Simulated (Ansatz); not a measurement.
Mulliken charges of Cl2H4SiSn, SMILES `[SiH3][SnH]([Cl])[Cl]` from ωB97M-V/def2-TZVPP in Ansatz (PBE0-D4/def2-TZVP geometry).

```tsv
atom	x (Å)	y (Å)	z (Å)	charge (e)
Si1	-0.414	1.324	-0.169	0.018
Sn2	0.175	-1.130	0.264	0.687
Cl3	2.333	-1.193	1.144	-0.339
Cl4	0.306	-2.199	-1.804	-0.339
H5	-0.417	2.043	1.129	0.009
H6	-1.755	1.382	-0.799	0.009
H7	0.624	1.867	-1.076	0.019
H8	-0.760	-2.152	1.255	-0.065
```

Question: By hand: the dipole of these point charges (1 e Å = 4.8032 D).

Answer: Σ q r = (-0.740, 0.604, 0.303) e Å, of length 1.002 e Å = 4.81 D.

Question: How does the dipole of the full density compare? (An estimate is asked.)

Answer: The calculation gave: (-0.520, 0.477, 0.195) e Å, 3.52 D; the point charges give 1.37 times that, at 4° from its direction.

Point charges leave out the atoms' own dipoles, such as those of lone pairs, and Mulliken's split depends on the basis, so the two needn't agree.
